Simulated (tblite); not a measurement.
Species: C₆H₆F (doublet state).
SMILES with atom numbers: `[CH3:1][C:2]1=[C:3]([F:4])[CH:5][CH:6]=[CH:7]1` (hydrogens: H8, H9, H10 on C1; H11 on C5; H12 on C6; H13 on C7)

Computed geometry: GFN2-xTB, gas phase. This method treats the open shell by occupation alone, without spin polarisation.

Question: List the bond lengths, angles and torsions at this level.

Answer: 
```tsv
bond	length (pm)
C1–C2	147.8
C2=C3	146.6
C3–F4	133.7
C3–C5	136.3
C5–C6	141.7
C6=C7	141.1
C2–C7	137.2
C1–H8, C1–H9, C1–H10	109.0
C5–H11	107.2
C6–H12	107.4
C7–H13	107.3
```

Bonds in one row agree within 1 pm and their mean is given. A selection of angles:
```tsv
angle	degrees
C2–C1–H8	110.2
C2–C1–H10	111.0
H8–C1–H9	106.8
H8–C1–H10	109.0
C1–C2–C3	124.0
C1–C2–C7	130.3
C3–C2–C7	105.7
C2–C3–F4	122.6
C2–C3–C5	110.2
F4–C3–C5	127.2
C3–C5–C6	106.0
C3–C5–H11	127.4
C6–C5–H11	126.6
C5–C6–C7	109.5
C5–C6–H12	125.0
C7–C6–H12	125.5
C6–C7–H13	125.2
C2–C7–C6	108.6
C2–C7–H13	126.2
```

Dihedral angles: C1–C2–C3–F4 0° (synperiplanar); C2–C3–C5–C6 0° (synperiplanar); C3–C5–C6–C7 0° (synperiplanar); C5–C6–C7–C2 0° (synperiplanar); C1–C2–C7–C6 180° (antiperiplanar). The mirror-image conformer, all signs reversed, is as good.

C5 (carbon bonded to 2 C and H) is planar (angles 127.4°, 126.6° and 106.0°, sum 360.0°, 0.00 Å off the plane of its three neighbours). C7 (carbon bonded to 2 C and H) is planar (angles 126.2°, 125.2° and 108.6°, sum 360.0°, 0.00 Å off the plane of its three neighbours). The 7 heavy atoms lie in one plane (0.002 Å rms). C2 (carbon bonded to 3 C) is planar (angles 130.3°, 124.0° and 105.7°, sum 360.0°, 0.00 Å off the plane of its three neighbours). C6 (carbon bonded to 2 C and H) is planar (angles 125.5°, 125.0° and 109.5°, sum 360.0°, 0.00 Å off the plane of its three neighbours). C3 (carbon bonded to 2 C and F) is planar (angles 127.2°, 122.6° and 110.2°, sum 360.0°, 0.00 Å off the plane of its three neighbours). The C–C distances run from 1.363 Å (C3–C5, drawn single in a drawing that doesn't fit all lengths) to 1.478 Å (C1–C2, drawn single in a drawing that doesn't fit all lengths), a spread of 0.115 Å.

Point group: near Cs, missed by 0.21 Å at most; the miss may be what the optimiser left on a soft mode. Its GFN2-xTB frequencies are all real (lowest 80 cm⁻¹).
